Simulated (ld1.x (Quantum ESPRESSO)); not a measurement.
# Before and after: TM semilocal potential for N

* Element: nitrogen (N)
* Generator: ld1.x (Quantum ESPRESSO) 7.5
* Type: norm-conserving Troullier–Martins (semilocal form)
* Functional: LDA (PZ)
* Relativity: non-relativistic
* Frozen core: [He]
* Valence charge: 5
* Reference configuration: 2s1 2p4
* Partial waves: 2s (bound): rc 0.70 bohr; 2p (bound): rc 2.20 bohr
* Local potential: the p channel
* Core correction: Bessel-smoothed model core, default radius (core density twice the valence density)

Change: core correction Bessel-smoothed model core inside 0.56 bohr.

Cutoffs: the cutoffs (Ry, on a coarse ladder) from which the occupation-weighted sum of valence levels, in a spherical-Bessel basis at the reference potential, stays within 10 and 1 mRy of its value at 400 Ry; they do not see the model core or the augmentation charge, which bear on the density cutoff. Errors are all-electron minus pseudo energies relative to the spin-unpolarised reference configuration.

What does the change do?

The potential gets neither clearly harder nor softer (110 Ry and 260 Ry → 110 Ry and 260 Ry); of the 9 tests that both files solve, the error grows in 1 and shrinks in 2 by more than 15 % and 0.3 meV (median size 24.2 → 27.0 meV); neither file shows a bound ghost. The default core radius of the base comes out at 0.40 bohr. A semilocal file is local in each channel, so a ghost entry of none says nothing of the separable form that plane-wave codes build from it. A wider model core is smoother and lowers the density cutoff, which this test does not measure.

| quantity | base | changed |
| --- | --- | --- |
| cutoff, loose | 110 Ry | 110 Ry |
| cutoff, tight | 260 Ry | 260 Ry |
| bound ghosts | none | none |
| error for 2s2 2p3, meV [ΔE -11.17 eV] | -1.6 | -1.3 |
| error for 2s2 2p2, meV [ΔE 2.56 eV] | +177 | +177 |
| error for 2s2 2p1, meV [ΔE 31.54 eV] | +872 | +872 |
| error for 2s2 2p3.3, meV [ΔE -12.84 eV] | -24 | -24 |
| error for 2s2 2p2.5, meV [ΔE -6.00 eV] | +58 | +58 |
| error for 2s1 2p3, meV [ΔE 13.98 eV] | +1.3 | +1.3 |
| error for 2s2 2p0, meV [ΔE 78.71 eV] | +2883 | +2884 |
| error for 2s1 2p4 (spin-polarised), meV [ΔE -3.20 eV] | +23 | +27 |
| error for 2s2 2p3 (spin-polarised), meV [ΔE -14.07 eV] | -9.6 | -7.0 |
| s: phases at 2.39 bohr within 0.05 rad from the reference energy up to (Ry; the scan ends near 5) | to the end of the scan | to the end of the scan |
| p: phases at 2.39 bohr within 0.05 rad from the reference energy up to (Ry; the scan ends near 5) | 0.8 | 0.8 |
